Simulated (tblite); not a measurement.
Compound: C4H11SSi (doublet state).
Atom-mapped SMILES: `[CH2:1][SiH2:2][CH2:3][CH2:4][CH2:5][SH:6]` (hydrogens: H7, H8 on C1; H9, H10 on Si2; H11, H12 on C3; H13, H14 on C4; H15, H16 on C5; H17 on S6)

Geometry (GFN2-xTB, Å), atoms numbered from 1 in this order:
```xyz
17
C4H11SSi angstrom
C     -2.4789   -1.2636   -0.8814
Si    -1.9433    0.4743   -0.6041
C     -0.4270    0.5320    0.5782
C      0.8011   -0.1533   -0.0038
C      1.9860   -0.0556    0.9448
S      3.4654   -0.9144    0.3022
H     -3.2778   -1.7210   -0.3246
H     -2.0184   -1.9064   -1.6115
H     -3.0082    1.2564    0.0320
H     -1.5213    1.0982   -1.8659
H     -0.6860    0.0634    1.5289
H     -0.1865    1.5740    0.7966
H      1.0650    0.3094   -0.9586
H      0.5844   -1.2061   -0.1946
H      2.2590    0.9819    1.1417
H      1.7703   -0.5498    1.8921
H      3.6093   -0.1544   -0.7818
```

All values are computed: GFN2-xTB (tblite) harmonic vibrations without scaling, gas phase. Errors from tens to a few hundred cm⁻¹ against measured bands are possible. Modes of hydrogen on silicon and sulfur can be 10 to 20 % off. One conformer, not necessarily the lowest. Open shells enter through the occupations alone, without spin polarisation, and single modes of such species can be off by tens of per cent.

Harmonic wavenumbers (cm⁻¹): 28.8, 46.0, 76.5, 99.3, 122.2, 187.2, 214.1, 291.8, 317.9, 452.3, 521.6, 586.6, 663.0, 695.5, 730.1, 737.9, 744.6, 770.4, 783.8, 837.4, 855.9, 978.3, 1052.3, 1082.1, 1091.4, 1200.8, 1241.0, 1256.9, 1279.6, 1338.5, 1390.0, 1452.2, 1485.8, 1494.5, 2198.8, 2227.7, 2432.9, 2957.0, 2969.9, 2973.0, 2983.7, 2989.8, 3002.7, 3093.0, 3133.1.

A = 5989, B = 722.3, C = 680.2 MHz; mass 119.035 u (most abundant isotopes); point group C1, symmetry number 1; spin multiplicity 2.

Q: Zero-point energy?

A: ½Σν̃ = 28534 cm⁻¹ = 341.34 kJ/mol.

Q: Entropy at 350 K, 1 bar (ideal gas, RRHO, classical rotation)?

A: Translation 171.80, rotation 123.68, vibration 159.81, spin (R ln 2) 5.76: S = 461.0 J/(mol K).

Q: And Cp and H(350 K) − H(0)?

A: Cp = 175.53 J/(mol K), of which vibrations give 142.27 (their classical limit is 45 R = 374.2); H(350 K) − H(0) = 38.42 kJ/mol without the zero-point energy, 26.78 from vibrations.

Q: Blend soft modes into free rotors: weight 1/[1 + (100 cm⁻¹/ν̃)⁴] for the oscillator and the rest for a rotor with moment μB/(μ + B), μ = h/(8π²ν), B = 10⁻⁴⁴ kg m². What vibrational entropy results?

A: 140.00 J/(mol K) in place of 159.81, which changes −T·S at 350 K by +6.93 kJ/mol.

Q: Which modes carry the vibrational entropy at 350 K?

A: 28.8 cm⁻¹: 26.06; 46.0 cm⁻¹: 22.17; 76.5 cm⁻¹: 17.97; 99.3 cm⁻¹: 15.82; 122.2 cm⁻¹: 14.13; 187.2 cm⁻¹: 10.69 J/(mol K); the other 39 give 52.96 together.

Q: What must be added to the electronic energy to get the Gibbs energy at 350 K and 1 bar?

A: ZPE + [H(350 K) − H(0)] − T·S = 341.34 + 38.42 − 161.36 = 218.40 kJ/mol.

Q: How do the functions run with temperature in this model?

A: 
```csv
T (K),S (J/(mol K)),Cp (J/(mol K)),H − H(0) (kJ/mol),G − H(0) (kJ/mol),ln q(vib)
50,259.9,63.6,2.38,-10.62,1.10
100,310.9,84.4,6.11,-24.98,2.82
298.15,434.4,156.7,29.80,-99.72,8.64
373.15,472.5,183.5,42.58,-133.75,10.62
500,531.7,221.4,68.36,-197.51,13.85
750,632.3,274.3,130.80,-343.42,19.79
1000,716.4,309.7,204.08,-512.29,25.19
```

q(vib) and H(0) count from the zero-point level.

Hindered rotation and anharmonicity are outside this model. Other conformers, if any are populated, would add a mixing term that is left out. The structure is chiral; the term R ln 2 for an equal mix with its mirror image is left out.
